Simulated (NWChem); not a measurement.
Species: SbClF₂; SMILES [F][Sb]([Cl])[F]

Computed with NWChem. def2 effective core potentials on Sb; no spin-orbit coupling. Each level has its own optimisation; frequencies are unscaled.

For level LDA (Slater exchange, VWN5)/def2-SVP (core potentials):

| Item | Value |
|---|---|
| r Cl–Sb (Å) | 2.347 |
| highest harmonic frequency (cm⁻¹) | 651 |
| lowest (cm⁻¹) | 144 |

### Question
How do the values read with level B3LYP/3-21G (all-electron, non-relativistic) instead?

### Answer
r Cl–Sb (Å): 2.474
highest harmonic frequency (cm⁻¹): 675
lowest (cm⁻¹): 131
